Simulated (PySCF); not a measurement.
Polarisability and C₆ of Ag²⁺ (silver, charge +2)

[Kr] 4d9, 2D determinant. Calculation: PySCF 2.14, in def2-QZVPPD with the def2 core potential (28 electrons) (7s5p4d4f2g, 88 functions); scalar relativity through the core potential. Coupled (time-dependent) response in atomic units; α is the mean over directions.

| method | mean α (bohr³) | α xx, yy, zz | C₆ (like pair) | S(−4) |
| --- | --- | --- | --- | --- |
| wB97X-V | 6.000 | 5.867, 5.867, 6.265 | 30.76 | 8.097 |

S(−4) is the Cauchy moment in α(ω) = α(0) + S(−4) ω² + …

Spin-orbit coupling is absent.

α(iu) at wB97X-V:

```csv
u (hartree),α(iu) (bohr³)
0,6.000
0.0500,5.979
0.100,5.920
0.200,5.704
0.300,5.398
0.500,4.700
0.750,3.901
1.00,3.256
1.50,2.336
2.00,1.736
3.00,1.043
5.00,0.4780
```

A single London oscillator, α(iu) = α/(1 + u²/ω²), gives C₆ = (3/4) ω α². Matching the computed C₆ needs ω = 4 × 30.76 / (3 × 6.000²) = 1.14 hartree.

For an ion, C₆ is the dispersion term alone; charge-induced terms of lower order in 1/R come first.

The components differ because the open shell of this determinant is not spherical; for a pure term their mean is the scalar polarisability.

Energies and moments cover only the electrons outside the core potential.
